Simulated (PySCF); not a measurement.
Structure problem from calculated spectra and properties.

Formula: C5H9PSi.

| Quantity | Value |
| --- | --- |
| NMR, other nuclei | isotropic shieldings of nuclei other than C and H, by class: 455 (1 Si), 462 (1 P) ppm [GIAO HF/pcSseg-1] |
| UV, first state | lowest singlet excitation: 4.72 eV (263 nm, f = 0.004) [TDDFT CAM-B3LYP/def2-SVPD] |
| Dipole | 1.45 D [CAM-B3LYP/def2-SVPD] |
| 1H NMR | chemical shifts (computed TMS as zero) by class: 6.39 (2 H), 5.88 (2 H), 4.43 (1 H), 3.54 (3 H), 2.08 (1 H) ppm [GIAO HF/pcSseg-1] |
| Triplet | lowest triplet excitation (Tamm–Dancoff): 3.70 eV [TDA CAM-B3LYP/def2-SVPD] |
| Polarisability | 109.1 au [CAM-B3LYP/def2-SVPD] |
| UV, strongest line | among the 10 lowest singlet transitions: S3 at 5.79 eV (214 nm, f = 0.146) [TDDFT CAM-B3LYP/def2-SVPD] |
| 13C NMR | chemical shifts (computed TMS as zero) by class: 141.6 (2 C), 127.6 (2 C), 22.4 (1 C) ppm [GIAO HF/pcSseg-1] |
| Valence photoelectron | vertical ionisation energy: 7.98 eV [ΔSCF CAM-B3LYP/def2-SVPD] |
| Rotational structure | rotational constants A, B, C: 2.987, 1.354, 1.214 GHz [PBE0-D3(BJ)/def2-SVP] |

Gas-phase values; electronic properties from PySCF, density fitting. Levels stand in brackets. NMR shifts are as computed; neighbouring signals can stand in another order in a measured spectrum. One conformer (not necessarily the lowest) at the PBE0-D3(BJ)/def2-SVP geometry, without solvent, vibrations or thermal averaging. Each NMR value is the plain mean over a class of atoms that symmetry, rotation or inversion makes alike.

Task: Propose a structure and show how it fits.

Result: Numbering: `[SiH3:1][CH:2]1[CH:3]=[CH:4][PH:5][CH:6]=[CH:7]1`. 5 carbons fall into 3 classes; from least to most shielded: alkene CH carbon [C3/C7] (141.6 ppm, 2 C), alkene CH carbon [C4/C6] (127.6 ppm, 2 C), ring sp3 carbon bound to silicon [C2] (22.4 ppm). Hydrogen classes from least to most shielded: 2 H on 2 alkene CH carbons, C3/C7 (6.39 ppm), 2 H on 2 alkene CH carbons, C4/C6 (5.88 ppm), 1 H on a phosphine phosphorus, P5 (4.43 ppm), 3 H on an SiH3 silicon, Si1 (3.54 ppm), 1 H on an sp3 carbon bound to silicon, C2 (2.08 ppm). The other shieldings belong to: 455 ppm, SiH3 silicon [Si1]; 462 ppm, phosphine phosphorus [P5]. The first electron is taken from the HOMO, whose largest Löwdin shares are 0.32 on the phosphine phosphorus and 0.12 on each of 2 atoms of one kind (alkene CH carbon). The optimised geometry has point group Cs and is an asymmetric top. Structure: `[SiH3]C1C=CPC=C1`. The assignments are read from this structure; whether some other isomer fits the data as well wasn't checked.
